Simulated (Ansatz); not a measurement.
The cluster Pd2O2⁺, relaxed as a doublet with UKS r2SCAN-D4/def2-TZVP in Ansatz, starting from the r2SCAN-D4/def2-TZVP geometry of the neutral singlet. Force threshold 0.02 eV/Å.

In the def2 sets Pd takes a core potential; there is no spin–orbit coupling. The relaxation made no stability test and no search for a lower SCF solution. No other spin state of charge 1 was run. Another isomer (singlet) lies 0.05 eV lower at PBE0-D4/def2-TZVP.

Start:

| atom | x (Å) | y (Å) | z (Å) |
| --- | --- | --- | --- |
| Pd1 | -0.689 | -0.716 | 0.614 |
| Pd2 | 0.689 | 0.716 | -0.614 |
| O3 | 0.958 | -1.193 | -0.316 |
| O4 | -0.958 | 1.193 | 0.316 |

```json
{"step": "1", "energy (eV)": "-11045.9569", "largest force component (eV/Å)": "1.302", "SCF passes": "71"}
{"step": "2", "energy (eV)": "-11046.0556", "largest force component (eV/Å)": "0.162", "SCF passes": "39"}
{"step": "3", "energy (eV)": "-11046.0601", "largest force component (eV/Å)": "0.130", "SCF passes": "34"}
{"step": "4", "energy (eV)": "-11046.0634", "largest force component (eV/Å)": "0.046", "SCF passes": "35"}
{"step": "5", "energy (eV)": "-11046.0651", "largest force component (eV/Å)": "0.033", "SCF passes": "35"}
{"step": "6", "energy (eV)": "-11046.1004", "largest force component (eV/Å)": "0.512", "SCF passes": "49"}
{"step": "7", "energy (eV)": "-11046.1015", "largest force component (eV/Å)": "0.505", "SCF passes": "39"}
{"step": "8", "energy (eV)": "-11046.3095", "largest force component (eV/Å)": "0.570", "SCF passes": "78"}
{"step": "9 (rejected)", "energy (eV)": "-11046.2061", "largest force component (eV/Å)": "1.272", "SCF passes": "93"}
{"step": "10", "energy (eV)": "-11046.3242", "largest force component (eV/Å)": "0.131", "SCF passes": "80"}
{"step": "11", "energy (eV)": "-11046.3254", "largest force component (eV/Å)": "0.018", "SCF passes": "66"}
```

Force components are those of the run's own axes.

End:

```xyz
4

Pd   -0.846   -0.880    0.756
Pd    0.847    0.880   -0.755
O     0.760   -0.947   -0.251
O    -0.761    0.947    0.251
```

By distances, no bond broke or formed. The bond that changes most is Pd2–O3, from 1.95 to 1.90 Å (atoms count from 1).

No frequencies were taken in this run, so the end may be a saddle point.

It took 29 s on 4 threads of Intel Xeon 6975P-C on a shared host.
